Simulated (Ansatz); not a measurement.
`[CH3][Sn]([O]CC(F)(F)F)([O]CC(F)(F)F)[O]CC(F)(F)F`, relaxed with RKS PBE0-D4/def2-TZVP in the Gaussian-basis code of Ansatz from a GFN2-xTB geometry. The force threshold is 0.005 eV/Å; the program also tests the step.

Charge 0, multiplicity 1. Sn takes the def2 core potential.

Start:

```xyz
29

C    -1.392    1.801    1.494
Sn   -0.165    0.236    0.562
O    -0.079    0.137   -1.495
C    -1.126   -0.233   -2.315
C    -2.411    0.501   -1.973
F    -3.354    0.338   -2.901
F    -2.937    0.076   -0.808
F    -2.227    1.819   -1.819
O     1.819    0.210    1.036
C     2.753    1.015    0.412
C     2.397    2.484    0.557
F     1.310    2.812   -0.167
F     3.381    3.294    0.161
F     2.095    2.813    1.819
O    -0.845   -1.499    1.365
C    -0.165   -2.697    1.468
C     0.241   -3.245    0.107
F     1.251   -2.555   -0.439
F     0.646   -4.521    0.186
F    -0.761   -3.208   -0.779
H    -1.511    2.595    0.763
H    -2.338    1.338    1.755
H    -0.848    2.138    2.371
H    -0.848    0.046   -3.339
H    -1.348   -1.305   -2.274
H     2.855    0.803   -0.658
H     3.713    0.850    0.915
H     0.746   -2.621    2.072
H    -0.852   -3.420    1.925
```

How much energy does the relaxation release, and in how many steps? (An estimate is asked.)

Ansatz gave: 39.00 kJ/mol, in 22 steps.

Which bonds change most? (An estimate is asked.)

Ansatz gave: Sn2–O3 from 2.061 to 1.968 Å; C1–Sn2 from 2.196 to 2.103 Å; Sn2–O9 from 2.039 to 1.968 Å; Sn2–O15 from 2.029 to 1.966 Å.

Give the relaxed structure. (An estimate is asked.)

Ansatz gave: 
```xyz
29

C    -1.544    1.828    1.679
Sn   -0.375    0.394    0.679
O    -0.211    0.584   -1.273
C    -1.022   -0.107   -2.164
C    -2.446    0.406   -2.132
F    -3.235   -0.303   -2.939
F    -2.954    0.309   -0.880
F    -2.541    1.689   -2.483
O     1.503    0.291    1.258
C     2.534    0.795    0.473
C     2.596    2.305    0.561
F     1.410    2.850    0.213
F     3.523    2.801   -0.261
F     2.868    2.736    1.795
O    -0.988   -1.433    1.067
C    -0.121   -2.495    1.297
C     0.345   -3.138    0.007
F     1.041   -2.271   -0.751
F     1.142   -4.180    0.262
F    -0.673   -3.574   -0.742
H    -1.608    2.715    1.052
H    -2.535    1.410    1.848
H    -1.064    2.070    2.626
H    -0.646    0.043   -3.181
H    -1.068   -1.186   -1.972
H     2.439    0.539   -0.589
H     3.491    0.408    0.838
H     0.784   -2.215    1.849
H    -0.646   -3.270    1.865
```
